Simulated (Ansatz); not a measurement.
`C=C[SiH2]Br`, charge 0, multiplicity 1.

Task: Give a relaxed structure at PBE0-D4/def2-TZVP (Ansatz). (Estimate.)

Result: Ansatz gave: 
Z-matrix (Å, degrees):
```
Si
C 1 1.848
Br 1 2.229 2 110.1
H 1 1.482 2 112.1 3 117.9
H 1 1.482 2 109.5 3 -118.7
C 2 1.330 1 121.7 3 117.7
H 2 1.088 1 119.3 3 -62.5
H 6 1.087 2 121.7 1 -0.8
H 6 1.086 2 122.2 1 179.3
```
This is one stationary point; other conformers may exist.
